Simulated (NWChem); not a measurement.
System: AlBr2F; SMILES [Br][Al]([F])[Br]

```xyz
4

Al     0.0000     0.0000     0.6545
F      0.0000     0.0000     2.3079
Br    -1.9481     0.0000    -0.4183
Br     1.9481     0.0000    -0.4183
```
Atoms are numbered in this order, from 1.

Computed with NWChem. Structure relaxed at the PBE0/def2-SVP level. Ions are spin-unrestricted doublets at the neutral geometry; other ion states weren't tried.

Problem. Predict the results for PBE/def2-SVP. Quantities: vertical ionisation energy, ΔSCF (eV); −ε(HOMO) (eV).

Solution. 
| Property | Value |
|---|---|
| vertical ionisation energy, ΔSCF (eV) | 10.53 |
| −ε(HOMO) (eV) | 7.46 |
